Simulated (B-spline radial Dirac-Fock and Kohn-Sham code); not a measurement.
**Core-hole lifetimes of Nb⁺**

System: the Nb⁺ ion, [Kr] 4d4, inside a Watson sphere of charge -1 and radius 1.6 Å (a model of the Madelung potential; inside it an electron's potential energy is raised by 9.0 eV).

The run's input, task.json:

```json
{"items": [{
  "Z": 41,
  "q": 1,
  "cfg": [[1, 0, 2], [2, 0, 2], [2, 1, 6], [3, 0, 2], [3, 1, 6], [3, 2, 10], [4, 0, 2], [4, 1, 6], [4, 2, 4]],
  "A": 93,
  "rrms": 4.324,
  "watson": [-1, 1.6],
  "do": ["binding", "quiet", "decay"],
  "holes": ["K", "L1", "L2", "L3", "M1", "M2", "M3", "M4", "M5", "N1", "N2", "N3"]
}]}
```

Run with: `python xray_run.py task.json out`

Level of theory: one-electron (LDA, Dirac) transition rates at Dirac-Fock energies; a radial finite-basis atomic code.

Partial widths are in eV. Coster-Kronig decay leaves a hole in the same principal shell; its rates are the weakest part of the model, often 1.5 to 2.5 times too large and more for N holes. Holes without an open Auger channel, or with an unreliable SCF state, are not listed.

```csv
hole,radiative,Auger,Coster-Kronig,total,fluorescence yield,lifetime (fs)
K (1s),3.04,1.03,0,4.07,0.748,0.162
L1 (2s),0.0378,0.980,4.81,5.83,0.00649,0.113
L2 (2p1/2),0.0570,1.45,0.218,1.73,0.0330,0.381
L3 (2p3/2),0.0553,1.56,0,1.62,0.0342,0.407
M1 (3s),0.000596,0.153,8.58,8.74,6.82e-05,0.0753
M2 (3p1/2),0.000587,0.173,2.63,2.80,0.000210,0.235
M3 (3p3/2),0.000522,0.177,2.85,3.03,0.000172,0.217
M4 (3d3/2),3.15e-05,0.123,0,0.123,0.000256,5.36
M5 (3d5/2),2.91e-05,0.127,0,0.127,0.000228,5.16
N1 (4s),2.29e-05,1.78e-15,9.62,9.62,2.38e-06,0.0684
N2 (4p1/2),1.49e-05,0,1.50,1.50,9.98e-06,0.440
N3 (4p3/2),1.34e-05,0,1.57,1.57,8.52e-06,0.420
```

Values without a named source are computed, but for edge energies of neutral atoms, which are taken from tables.
